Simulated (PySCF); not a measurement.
Gas-phase reaction: 6 InCl₂ + InH₃ → 3 InH + 4 InCl₃

Computed with PySCF (xtb for GFN2) and rigid-rotor harmonic-oscillator thermochemistry at 1 bar. † marks an energy on the PBE0/def2-TZVP geometry and frequencies; other levels use their own. Open shells (unrestricted): InCl₂ (multiplicity 2); the rest are closed-shell singlets. GFN2 has no spin-polarisation term. In: scalar-relativistic def2 core potential, no spin-orbit coupling. InCl₂, InH₃, InH: computed as isolated molecules; such fragments, hydroxides, amides, oligomers or adducts are transient or little studied in the gas.

PBE0/def2-TZVP gives ΔH°(298 K) = -207 kJ.

Task: What do BLYP/def2-TZVP†, LDA/def2-TZVP†, GFN2-xTB give?

Result: BLYP/def2-TZVP†: -178 kJ; LDA/def2-TZVP†: -210 kJ; GFN2-xTB: -174 kJ. For scale, ΔH°(298 K) is -207 kJ at this level, -264 kJ at ωB97M-V/def2-TZVP†, and runs from -305 to -126 kJ over the 18 levels computed († marks an energy on the PBE0/def2-TZVP geometry).
